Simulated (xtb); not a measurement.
WF6, SMILES [F][W]([F])([F])([F])([F])[F], multiplicity 1. All values are semi-empirical tight-binding results from xtb (GFN2-xTB unless named), good for trends rather than for accurate numbers. Coordinates come from a GFN2-xTB optimisation. The multiplicity is an assumed one; other spin states were not compared. The isomer is the one that the SMILES or the coordinates give; other isomers of the formula were not compared.

For metal compounds this method's bond lengths and energies can be far off.

Computed properties:
point group as xtb finds it: Oh
orbital gap: 7.37 eV
zero-point energy: 6.2 kcal/mol
G − E(el) at 298.15 K (modified RRHO): -14.2 kcal/mol
